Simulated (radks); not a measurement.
The numbers below are computed, except where a source is named.
Tc31+, 12 electrons, occupied as [Ne] 3s2 (the NIST ground configuration). Level of theory: scalar-relativistic Kohn-Sham, exchange-only LDA, spin-polarised, spherical densities, point nucleus (a radial shooting solver on a logarithmic mesh with Libxc functionals). Some entries of the table are withheld. Estimate them.

| orbital | occ. | eigenvalue (hartree) | r(max) (bohr) | <1/r> (bohr^-1) |
|---|---|---|---|---|
| 1s | 2 | -827.8566 | (1) | (2) |
| 2s | 2 | (3) | 0.1253 | 10.25 |
| 2p | 6 | (4) | 0.09982 | (5) |
| 3s | 2 | -66.40638 | (6) | 4.150 |

Answer. 
(1) 1s r(max) (bohr): 0.02230
(2) 1s <1/r> (bohr^-1): 44.67
(3) 2s eigenvalue (hartree): -167.9074
(4) 2p eigenvalue (hartree): -157.1951
(5) 2p <1/r> (bohr^-1): 9.942
(6) 3s r(max) (bohr): 0.3393
